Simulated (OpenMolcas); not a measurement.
**Cu2+: effect of the metal basis**

Cu2+ with its 6 nearest fluoride ions at 2.035 Å, on the Zn site of KZnF3 (a = 4.054 Å, distance in the model lattice 2.027 Å). The rest of the host is ab initio model potentials to 7.6 Å and point charges beyond; the distance is set by hand and nothing relaxes.

- Program: OpenMolcas
- Method: CASSCF
- Spin-orbit coupling: RASSI with atomic mean-field integrals over the reference wave functions

Fixed: ligand basis ANO-RCC-VDZP, active space 9 electrons in 5 orbitals (3d), DKH2 Hamiltonian.

States (labels of O, the rotations of Oh). Energies in cm-1 above the lowest state or level, χT in cm3 K/mol; 10Dq is the gap between the two states.

```csv
Run,Metal basis,Ground state,First state of that spin,10Dq,First gap with spin-orbit (degeneracies),χT at 300 K,Cost
A,ANO-RCC-VDZP,2E,2T2 5471,5471,"4820 (4, 2)",0.639,roughly 8 core-seconds
B,ANO-RCC-VTZP,2E,2T2 5319,5319,"4680 (4, 2)",0.644,roughly 8 core-seconds
```

Against A, |10Dq| changes by -2.8 % in B.

Costs are those of the RASSCF and RASSI steps.

An orbital doublet at a regular site is open to a Jahn-Teller distortion, which this geometry leaves out. Ligand-to-metal charge-transfer states are missing. With metal d orbitals alone and no dynamic correlation 10Dq can be off by a tenth to a fifth, either way, in oxide and fluoride hosts. No measured value stands beside these numbers; the geometry was set by hand and not optimised.
